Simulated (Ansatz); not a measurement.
Geometry optimisation, Ansatz 0.2.0, RKS PBE/def2-SVP.

Input:

```yaml
crystal:
  periodic: [false, false, false]
  atoms:
    - { symbol: W, position_ang: [-0.211719, -0.523417, -0.311362] }
    - { symbol: O, position_ang: [0.337384, 0.208585, 2.67822] }
    - { symbol: H, position_ang: [-0.596658, 0.343415, 2.934937] }
    - { symbol: H, position_ang: [1.446022, -0.286208, -0.101506] }
    - { symbol: H, position_ang: [0.2893, 1.096602, -0.164246] }
    - { symbol: H, position_ang: [-1.264056, 0.583661, 0.439836] }
    - { symbol: F, position_ang: [-1.168815, -1.169184, -1.801081] }
    - { symbol: H, position_ang: [0.673083, 0.098805, -1.601018] }
    - { symbol: O, position_ang: [0.10902, -2.045898, 0.834845] }
    - { symbol: Si, position_ang: [1.195589, -3.348553, 0.986082] }
    - { symbol: H, position_ang: [1.747963, -3.721161, -0.359993] }
    - { symbol: H, position_ang: [2.312608, -2.965534, 1.919331] }
    - { symbol: H, position_ang: [0.407643, -4.492108, 1.560084] }
    - { symbol: H, position_ang: [0.397235, -0.781105, 2.625772] }
basis:
  gaussian: { orbitals: def2-SVP }
hamiltonian:
  xc: pbe
relax:
  f_tol: 0.03
  max_steps: 50
```

Launched with:

```bash
$ ansatz run input.yaml --threads 4 --pin off --max-ram 5120MiB --backend cpu --events-out ev --progress --plain --runs-dir out
```

Task: Where does it end, and by what steps?

Result: The run converged. The force dipped under the threshold on the way, but the program's further checks kept it going. After 15 steps the energy has fallen by 0.385 eV; O2 moved furthest, 0.56 Å. Joined: W1–O2 (3.13 → 2.35 Å).

| step | energy less start (eV) | largest force component (eV/Å) | accepted |
| --- | --- | --- | --- |
| 0 | 0.0000 | 0.725 | yes |
| 1 | -0.0765 | 1.069 | yes |
| 2 | -0.1994 | 1.123 | yes |
| 3 | -0.3377 | 0.548 | yes |
| 4 | -0.3484 | 0.487 | yes |
| 5 | -0.3722 | 0.394 | yes |
| 6 | -0.3706 | 0.221 | no |
| 7 | -0.3789 | 0.171 | yes |
| 8 | -0.3815 | 0.105 | yes |
| 9 | -0.3807 | 0.155 | no |
| 10 | -0.3830 | 0.018 | yes |
| 11 | -0.3839 | 0.066 | yes |
| 12 | -0.3843 | 0.045 | yes |
| 13 | -0.3846 | 0.059 | yes |
| 14 | -0.3849 | 0.053 | yes |
| 15 | -0.3850 | 0.021 | yes |

```xyz
14
Properties=species:S:1:pos:R:3
W -0.223 -0.497 -0.085
O 0.246 -0.011 2.168
H -0.404 0.634 2.507
H 1.459 -0.391 0.076
H 0.433 1.079 -0.025
H -1.252 0.740 0.505
F -1.332 -1.012 -1.532
H 0.659 0.004 -1.423
O 0.025 -2.190 0.841
Si 1.250 -3.358 0.965
H 1.843 -3.667 -0.380
H 2.324 -2.865 1.897
H 0.617 -4.595 1.539
H 0.029 -0.872 2.587
```

Whether the end is a true minimum wasn't checked by a vibrational analysis.

Run time: 33 s on 4 threads of Arm Neoverse V2, with other jobs on the host, peak memory 0.2 GiB.
